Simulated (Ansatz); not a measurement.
Two isomers of C2H4FNOSi: A = `C[SiH](F)N=C=O`, B = `OC1([SiH3])N=C1F`.

Isolated molecules relaxed with PBE0-D4/def2-TZVP in Ansatz; ΔE leaves out vibrations. CCSD(T)/CBS is the MP2 limit (def2-TZVPP, def2-QZVPP) plus CCSD(T) − MP2 in def2-TZVPP, frozen cores. Functionals use def2-TZVPP. B3LYP here is the variant with VWN-RPA as its local correlation; programs differ in this. One conformer a species, not always the lowest.

Q: Which is lower in electronic energy at CCSD(T)/CBS, and by how much? (Estimate.)

A: The calculation gave: A, by 607.0 kJ/mol.

Q: Give E(B) − E(A) in kJ/mol with B3LYP-D4, PBE-D4, MP2/def2-TZVPP, BLYP-D4, ωB97M-V, CCSD(T)/def2-SVP, r2SCAN-D4. (An estimate is asked.)

A: Ansatz gave: B3LYP-D4 615.9, PBE-D4 578.3, MP2/def2-TZVPP 620.7, BLYP-D4 602.5, ωB97M-V 604.3, CCSD(T)/def2-SVP 572.6, r2SCAN-D4 615.0. None reverses the order clearly.

Q: Does the order hold for the free energy at 298.15 K (harmonic terms from PBE0-D4)? (Estimate.)

A: Ansatz gave: Yes: G(B) − G(A) = +598.7 kJ/mol, for one conformer each. Modes under 60 cm⁻¹, often nearly free rotors, make the harmonic entropy too high.

Largest T1 diagnostic: 0.014.

From r2SCAN to r2SCAN0 (25 % exact exchange), in def2-TZVPP and without D4, E(B) − E(A) moves by +6.1 kJ/mol. At CCSD(T), def2-SVP lies −34.4 kJ/mol from the extrapolated value and def2-TZVPP −4.5 kJ/mol.
